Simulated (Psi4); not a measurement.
Sn (SMILES [Sn]), triplet (core potentials on Sn).

Psi4 was given this input:
```
memory 2 GB

molecule {
0 3
Sn    0.00000000    0.00000000    0.00000000
}

set {
  basis def2-svpd
  reference uks
}

energy('r2scan')
print_variables()
```

### Question
What does this run give for the <S^2>, number of basis functions, total energy, dipole moment?

### Answer

```json
{
 "<S^2>": "2.005",
 "number_of_basis_functions": "32",
 "total_energy": "-214.326614 Ha",
 "dipole_moment": "0.00 D"
}
```

These values belong to the state on which the SCF converged, which isn't shown to be the lowest.
